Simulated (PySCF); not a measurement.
## Electron affinity of Ti by level of theory

Ti⁻ [Ar] 3d3 4s2 (4F) → Ti [Ar] 3d2 4s2 (3F), as a difference of total energies. All numbers are calculated (PySCF 2.14, scalar relativity by spin-free X2C-1e, in aug-cc-pVDZ-DK (7s6p4d2f, 59 functions)). Correlated levels: valence: [Ar] frozen. The calculations carry no spin-orbit coupling.

| method | electron affinity (eV) |
| --- | --- |
| UHF | -0.925 |
| MP2 (valence) | -0.717 |
| SCS-MP2 (valence) | -1.131 |
| CCSD (valence) | -0.385 |
| CCSD(T) (valence) | -0.277 |

The reference lies between the lowest fine-structure levels, while these numbers refer to the centres of the terms.

Errors of the correlated levels include the incompleteness of this basis and the frozen core.

A negative affinity means that the anion lies above the atom at that level of theory.

The coupled-cluster amplitudes are large for Ti⁻ (T1 above 0.03 or a double amplitude above 0.15), so a single reference is strained.

For comparison: 0.076 eV (measured; photodetachment measurements, as compiled on the Wikipedia data page of electron affinities).
